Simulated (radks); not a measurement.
Q: The nitrogen anion N3-, [Ne], held by a Watson sphere: a shell of charge +3 at radius R that stands for the Madelung well of a crystal (potential energy -3/R inside, -3/r outside, in hartree with lengths in bohr). All-electron calculation, scalar-relativistic Kohn-Sham, LDA (Slater exchange, Perdew-Wang correlation), spin-polarised, spherical densities, point nucleus. Program: a radial shooting solver on a logarithmic mesh with Libxc functionals. Response by self-consistent Sternheimer equations with the Hartree and adiabatic LDA kernel, the relativistic mass of each level held fixed and spin-orbit coupling left out. The sphere does not respond.

R (bohr)  e(1s) (eV)  e(2s) (eV)  e(2p) (eV)  <r> 2p (bohr)  sum of <r^2> (bohr^2)  X-ray form factor at sin(theta)/lambda = 0.1 1/angstrom  alpha (bohr^3)
1.84         -374.16     -19.205      -8.190          1.684                  26.97                                                    8.303           17.14
2.16         -374.77     -17.630      -7.075          1.817                  31.23                                                    8.093           24.83
2.69         -375.26     -15.691      -5.594          2.032                  38.80                                                    7.768           44.95
2.72         -375.27     -15.604      -5.523          2.044                  39.25                                                    7.750           46.44

Estimate the row for R = 3.3 bohr.

A: e(1s) (eV) -375.38; e(2s) (eV) -14.287; e(2p) (eV) -4.379; <r> 2p (bohr) 2.275; sum of <r^2> (bohr^2) 48.62; X-ray form factor at sin(theta)/lambda = 0.1 1/angstrom 7.428; alpha (bohr^3) 85.40.
